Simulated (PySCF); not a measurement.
A structure optimised at PBE0-D3(BJ)/def2-SVP, used in a PySCF frequency run:

```
B
N 1 1.3855
H 2 1.0120 1 123.06
H 2 1.0122 3 113.77 1 180.00
C 1 1.5670 2 130.93 3 180.00
C 5 1.3459 1 103.64 2 180.00
H 5 1.0908 6 123.40 1 180.00
H 6 1.0946 5 127.22 7 0.00
N 6 1.4454 8 116.02 5 180.00
C 9 1.2831 6 108.31 8 180.00
H 10 1.0997 9 118.56 6 180.00
```
Charge 0, spin multiplicity 1.

Write its SMILES, formula and point group.

NB1C=CN=C1, C3H5BN2, Cs

What are its rotational constants (standard atomic weights)?

7.9535, 3.4099, 2.3867 GHz
